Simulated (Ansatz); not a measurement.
`[CH3][SnH]([F])[SH]` + HBr → `[CH3][SnH]([F])[Br]` + H₂S at 700 K and 1 bar (ligand exchange at the Sn–S bond).

Calculated with Ansatz (gas phase, PBE0-D4/def2-TZVP geometries, no zero-point term in ΔE). CCSD(T)/CBS is the MP2 limit (def2-TZVPP, def2-QZVPP) plus CCSD(T) − MP2 in def2-TZVPP, frozen cores. This one scheme is used for every species. Elements past krypton have def2 core potentials. For Br, Sn outer-core shells are correlated without core-valence functions, which leaves a few kJ/mol of doubt a bond. Scalar relativity is left out up to krypton. One conformer a species, not always the lowest.

```json
{"species": "`[CH3][SnH]([F])[SH]`", "CCSD(T)/CBS energy (Eh)": "-752.71910", "H − E (kJ/mol)": "218.2", "S (J/(mol·K))": "480.8"}
{"species": "HBr", "CCSD(T)/CBS energy (Eh)": "-2573.91920", "H − E (kJ/mol)": "36.5", "S (J/(mol·K))": "223.7"}
{"species": "`[CH3][SnH]([F])[Br]`", "CCSD(T)/CBS energy (Eh)": "-2927.68269", "H − E (kJ/mol)": "189.2", "S (J/(mol·K))": "468.4"}
{"species": "H₂S", "CCSD(T)/CBS energy (Eh)": "-398.97279", "H − E (kJ/mol)": "64.8", "S (J/(mol·K))": "236.9"}
```

H − E and S are ideal-gas, rigid-rotor, harmonic terms from PBE0-D4/def2-TZVP, for one conformer and one mirror image of each species. 1 Eh = 2625.50 kJ/mol, R = 8.31446 J/(mol·K).

Q: By hand: ΔE, ΔH, ΔS and ΔG.

A: ΔE = (-2927.68269) + (-398.97279) − (-752.71910) − (-2573.91920) = -0.01718 Eh = -45.1 kJ/mol. Δ(H − E) = 189.2 + 64.8 − 218.2 − 36.5 = -0.7, so ΔH = -45.8 kJ/mol. ΔS = 468.4 + 236.9 − 480.8 − 223.7 = 0.8 J/(mol·K). ΔG = -45.8 − 700 × (0.8)/1000 = -46.4 kJ/mol.

Q: By hand: the equilibrium constant, and the temperature at which ΔG would vanish if ΔH and ΔS stayed fixed.

A: log₁₀ K = −ΔG/(RT ln 10) = 3.5. ΔH and −TΔS have one sign here, so there is no such temperature.

The number of gas molecules stays the same, so ΔS is small and ΔH decides. A doubt of 5 kJ/mol in ΔE shifts log₁₀ K by 0.4 here. Other conformers and mirror images would add mixing entropy, several J/(mol·K) or more a flexible species. These are equilibria of isolated gas molecules and say nothing of rates. Largest T1 diagnostic: 0.013 (customary marks: 0.02 for closed shells, 0.045 for open ones).

ΔS is within the doubt of such terms, so its sign, and with it that verdict, could turn.
